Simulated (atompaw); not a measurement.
**Building the PAW (atompaw) potential for tellurium (PBE, non-relativistic).**

Te (Z = 52), PAW, made with atompaw 4.2.0.5 (PBE, non-relativistic). Core [Kr], reference 4d10 5s1.5 5p4.5. Waves: 5s (bound); 5s channel at 0.9 Ry; 5p (bound); 5p channel at 0.35 Ry; 4d (bound); 4d channel at -2.95 Ry. Local part: bessel scheme, radius 1.85 bohr. Core correction: smooth core density matched at 1.80 bohr. Augmentation charge: besselshape compensation charge, radius 1.90 bohr; PAW radius 2.55 bohr; waves and projectors: bloechl.

All-electron outer shells of the reference configuration (PBE, non-relativistic, ld1.x):

| shell | level (eV) | outermost node (bohr) | outermost maximum (bohr) |
| --- | --- | --- | --- |
| 4s | -152.71 | 0.40 | 0.73 |
| 4p | -112.40 | 0.39 | 0.75 |
| 4d | -44.30 | 0.36 | 0.81 |
| 5s | -14.28 | 0.95 | 1.87 |
| 5p | -6.26 | 1.01 | 2.20 |

What the tests gave:

| Item | Value |
| --- | --- |
| Cutoffs needed | 40 Ry and 50 Ry (the cutoffs (Ry, on a coarse ladder) from which the occupation-weighted sum of valence levels, in a spherical-Bessel basis at the reference potential, stays within 10 and 1 mRy of its value at 400 Ry) |
| Ghost test | no extra level below or beside the all-electron valence levels (s, p, d, f tested) (spherical-Bessel basis up to 400 Ry, 20 bohr box) |
| Lowest eigenvalue of the overlap operator | 0.01 (p channel) |
| Overlap eigenvalues printed by atompaw (projector basis) | 0.00943, 0.0446, 0.848, 0.906, 1.59, 13 |
| Share of each valence orbital outside the PAW sphere | 5s 27 %, 5p 48 %, 4d 0 % |

Generation and tests took about 0.73 s on one core of a shared server CPU.
